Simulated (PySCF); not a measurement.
A calculated (HSE06, PySCF 2.14, aug-cc-pVTZ-DK, scalar relativity by spin-free X2C-1e) atom or ion has these occupied shells.

```tsv
shell	electrons	orbital energy (eV)	rms radius, mean of both spins (bohr)
1s α	1	-123.32	0.487
1s β	1	-123.00	0.487
2p α	1	-11.403	2.57
```

Name the element and its charge.

Be⁺ (beryllium, charge +1), in [He] 2p1, 2P determinant (an excited configuration).
